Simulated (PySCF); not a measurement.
Al(AsH2)(Me)2 (C2H8AlAs), SMILES [AsH2][Al]([CH3])[CH3].

Geometry optimised at PBE-D3(BJ)/def2-SVP. The structure was generated by enumeration; whether it is a known compound was not checked.

Level of theory: TDA-PBE0/def2-SVPD (PySCF).

Vertical excitations. 

```tsv
state	energy (eV)	λ (nm)	f	main pairs
S1	4.69	264	0.015	HOMO→LUMO 95 %
S2	5.46	227	0.138	HOMO→LUMO+1 95 %
S3	5.52	225	0.001	HOMO−1→LUMO 98 %
S4	5.72	217	0.001	HOMO→LUMO+2 97 %
S5	6.24	199	0.006	HOMO−2→LUMO 79 %, HOMO→LUMO+3 17 %
S6	6.54	190	0.095	HOMO−1→LUMO+1 98 %
S7	6.66	186	0.044	HOMO→LUMO+3 61 %, HOMO→LUMO+4 23 %
S8	6.97	178	0.070	HOMO−2→LUMO+1 89 %
S9	7.05	176	0.028	HOMO→LUMO+5 91 %
S10	7.11	174	0.234	HOMO→LUMO+4 59 %, HOMO−1→LUMO+2 14 %
T1	4.09	303	0	HOMO→LUMO 97 %
T2	5.07	244	0	HOMO→LUMO+1 89 %
T3	5.19	239	0	HOMO−1→LUMO 86 %
T4	5.21	238	0	HOMO→LUMO+2 81 %, HOMO−1→LUMO 12 %
```
Triplets are in the Tamm–Dancoff approximation.
